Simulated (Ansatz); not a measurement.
`[NH2][Hf]([F])([F])[Cl]` and `[F][Hf]([F])([Cl])[I]` differ in one atom or group.

Ansatz, PBE0-D4/def2-TZVP geometries, multiplicity 1. Each molecule was computed in one conformer, which needn't be the lowest.

Elements past krypton have def2 core potentials.

| property | `[NH2][Hf]([F])([F])[Cl]` |
| --- | --- |
| HOMO energy (ωB97M-V/def2-TZVPP) / eV | -10.56 |
| HOMO–LUMO gap (PBE0/def2-TZVPP) / eV | 7.48 |
| LUMO energy (B3LYP/def2-TZVPP) / eV | -1.02 |
| size of the dipole moment (ωB97M-V/def2-TZVPP) / D | 2.61 |
| LUMO energy (PBE0/def2-TZVPP) / eV | -0.76 |
| HOMO energy (PBE0/def2-TZVPP) / eV | -8.24 |

**Question.** Give the same properties after the change, and the shifts. (Estimate.)

**Answer.** The calculation gave: 
| property | `[F][Hf]([F])([Cl])[I]` | shift |
| --- | --- | --- |
| HOMO energy (ωB97M-V/def2-TZVPP) / eV | -10.47 | 0.09 |
| HOMO–LUMO gap (PBE0/def2-TZVPP) / eV | 6.49 | -0.99 |
| LUMO energy (B3LYP/def2-TZVPP) / eV | -2.10 | -1.08 |
| size of the dipole moment (ωB97M-V/def2-TZVPP) / D | 0.14 | -2.47 |
| LUMO energy (PBE0/def2-TZVPP) / eV | -1.91 | -1.15 |
| HOMO energy (PBE0/def2-TZVPP) / eV | -8.40 | -0.16 |

With PBE0 the HOMO falls by 0.16 eV and the LUMO falls by 1.15 eV, so the gap narrows by about 0.99 eV. PBE moves the HOMO by -0.43 eV and ωB97M-V by 0.09 eV. The zero-point energy changes by -62.4 kJ/mol with -6 modes. Dipoles are sizes alone; their direction can turn.

B3LYP here is the variant with VWN-RPA as its local correlation; programs differ in this.
